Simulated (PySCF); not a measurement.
# Relaxation of doublet NSe2

Method: UPBE0 in PySCF with N def2-TZVP, Se def2-TZVP; no relativity; density-fitted integrals. A (50,194) grid was used.

A start displaced from a saddle point along its imaginary mode, of C2v symmetry, held to at least that symmetry:

```xyz
3
charge 0 multiplicity 2, angstrom
N     0.1126   -0.0416    0.0000
Se   -0.0099    0.0036    1.6788
Se   -0.0099    0.0036   -1.6788
```

What does it relax to?

It ends at C2v with N–Se 1.692 Å (×2); Se–N–Se 152.1°. A frequency run shows a minimum.

How much energy is released, and in how many steps?

5.4 kJ/mol in 8 steps.
